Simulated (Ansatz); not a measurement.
C₂H₅FOSi₂ (`FC1=C[SiH2]O[SiH2]1`) at its PBE0-D4/def2-TZVP geometry, where that method's forces vanish. Total charge 0; spin multiplicity 1.

| atom | x (Å) | y (Å) | z (Å) |
| --- | --- | --- | --- |
| F1 | -2.2373 | 1.1347 | 0.6334 |
| C2 | -1.0595 | 0.5844 | 0.2990 |
| C3 | 0.0037 | 1.3139 | -0.0395 |
| Si4 | 1.4533 | 0.2201 | -0.4397 |
| O5 | 0.7825 | -1.2779 | -0.1958 |
| Si6 | -0.7967 | -1.2836 | 0.2750 |
| H7 | -0.0367 | 2.3995 | -0.0594 |
| H8 | 2.6081 | 0.4263 | 0.4698 |
| H9 | 1.9192 | 0.3584 | -1.8422 |
| H10 | -1.6642 | -1.9720 | -0.7110 |
| H11 | -0.9724 | -1.9039 | 1.6103 |

Question: For each bond, give half the difference of the two atoms' forces along it (eV/Å; positive pushes the atoms apart) under PBE-D4, r2SCAN-D4, B3LYP-D4, ωB97M-V in def2-TZVPP. (Estimate.)

Answer: Computed: 
```
   bond  length (Å)  PBE-D4  r2SCAN-D4  B3LYP-D4  ωB97M-V
  F1–C2       1.342    0.47       0.31      0.41     0.34
  C2–C3       1.333    0.35       0.18     -0.06    -0.15
 C2–Si6       1.887   -0.22      -0.13      0.00     0.02
 C3–Si4       1.860   -0.15      -0.06      0.14     0.12
  C3–H7       1.087    0.00      -0.08     -0.10    -0.06
 Si4–O5       1.659    0.34       0.06      0.14     0.13
 Si4–H8       1.484    0.03      -0.03     -0.15    -0.18
 Si4–H9       1.484    0.03      -0.02     -0.15    -0.18
 O5–Si6       1.648    0.35       0.06      0.14     0.13
Si6–H10       1.483    0.02      -0.03     -0.14    -0.18
Si6–H11       1.483    0.02      -0.03     -0.14    -0.18
```

B3LYP here is the variant with VWN-RPA as its local correlation; programs differ in this.
